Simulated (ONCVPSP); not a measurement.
**Before and after: ONCV potential for tungsten (W)**

W (Z = 74), optimised norm-conserving Vanderbilt (ONCV), made with ONCVPSP 4.0.1 (LDA (Perdew-Zunger), scalar-relativistic). Core [Kr] 4d10 4f14, reference 5s2 5p6 5d4 6s1 6p1. Waves: 5s+6s: rc 1.35 bohr, ncon 3, nbas 6, qcut 7 1/bohr, 3 projectors, debl 3.2 Ha; 5p+6p: rc 1.80 bohr, ncon 4, nbas 7, qcut 6.6 1/bohr, 2 projectors; 5d: rc 2.60 bohr, ncon 5, nbas 10, qcut 5.9 1/bohr, 2 projectors, debl 1.6 Ha. Local part: polynomial inside 0.90 bohr (lpopt 5, dvloc0 0 Ha). Core correction: none.

Change: d: debl 4.6.

Cutoffs: the cutoffs (Ha) at which the residual kinetic energy of the hardest occupied pseudo-wave falls to 1 and 0.1 mHa per electron; they do not see the model core or the augmentation charge, which bear on the density cutoff. Errors are all-electron minus pseudo energies relative to the spin-unpolarised reference configuration.

What does the change do?

The potential gets neither clearly harder nor softer (22 Ha and 50 Ha → 22 Ha and 50 Ha); a bound ghost appears in d, which as a rule spoils a file; of the 4 tests that both files solve, the error grows in 0 and shrinks in 1 by more than 15 % and 0.3 meV (median size 1.6 → 1.6 meV); the range in which the d phases agree widens (upper end 3.4 → at the end of the scan).

```tsv
quantity	base	changed
cutoff, loose	22 Ha	22 Ha
cutoff, tight	50 Ha	50 Ha
bound ghosts	none	d
GHOST(+) flags under 300 eV	s at 46.1 eV, d at 96.8 eV, p at 126.8 eV	s at 46.1 eV, p at 126.8 eV
error for 5s2 5p6 5d4 6s2 6p0, meV [ΔE -4.57 eV]	+1.5	+1.5
error for 5s2 5p6 5d4 6s1 6p0, meV [ΔE 4.56 eV]	-1.7	-1.7
error for 5s2 5p6 5d4 6s0 6p0, meV [ΔE 20.59 eV]	-4.1	-4.3
error for 5s2 5p6 5d5 6s0 6p0, meV [ΔE 5.41 eV]	+1.0	+0.4
s: phases at 1.37 bohr within 0.05 rad from the reference energy up to (Ha; the scan ends near 5)	to the end of the scan	to the end of the scan
p: phases at 1.83 bohr within 0.05 rad from the reference energy up to (Ha; the scan ends near 5)	4.0	4.0
d: phases at 2.63 bohr within 0.05 rad from the reference energy up to (Ha; the scan ends near 5)	3.4	to the end of the scan
```

 A true bound ghost makes a file unfit for plane-wave use even where its test errors are small: the radial tests pick states by their node count and pass the ghost by.
